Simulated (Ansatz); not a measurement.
A run for Ansatz (a first-principles code): R-r2SCAN/def2-TZVPP on C2H7Ga (SMILES C[CH2][GaH2]), a point of a torsion scan.

Ansatz 0.2 input:
```yaml
crystal:
  periodic: [false, false, false]
  atoms:
    - {symbol: C, position_ang: [-1.01809497, 0.48698954, 0.30795393]}
    - {symbol: C, position_ang: [-0.40091321, -0.70040326, -0.44959444]}
    - {symbol: Ga, position_ang: [1.63363731, -0.56596335, -0.44773417]}
    - {symbol: H, position_ang: [-2.10558568, 0.48273610, 0.22701113]}
    - {symbol: H, position_ang: [-0.65091544, 1.43159784, -0.10100969]}
    - {symbol: H, position_ang: [-0.75176927, 0.45246617, 1.36580450]}
    - {symbol: H, position_ang: [-0.78543190, -0.70289821, -1.47796662]}
    - {symbol: H, position_ang: [-0.72308101, -1.64435789, 0.00987679]}
    - {symbol: H, position_ang: [2.39966039, 0.67126898, -1.08093059]}
    - {symbol: H, position_ang: [2.63085755, -1.63726953, 0.16548112]}
basis:
  gaussian:
    orbitals: def2-TZVPP
hamiltonian:
  xc: {name: r2SCAN}
scf: {lower_state_search: off}
```

The head of its log:

```
WARN ansatz: RAYON_NUM_THREADS=1 ignored (pool sized by the plan → 1); use --threads N
Functional definition: r2SCAN
these checks for a lower state are left out or cut short: stability, starts, cluster_reference, orbital_swaps, neighbouring_geometries, increment
integrals: 0.12 GiB planned
1141 factors; their error is unknown
mean field: 0.88 GiB planned
mean field evaluation 1: about -54553.5043 eV, gradient 7.1e1 eV
mean field evaluation 2: about -54507.0806 eV, gradient 1.4e2 eV
```

Q: Predict the final total energy.

A: -2005.2152 hartree.
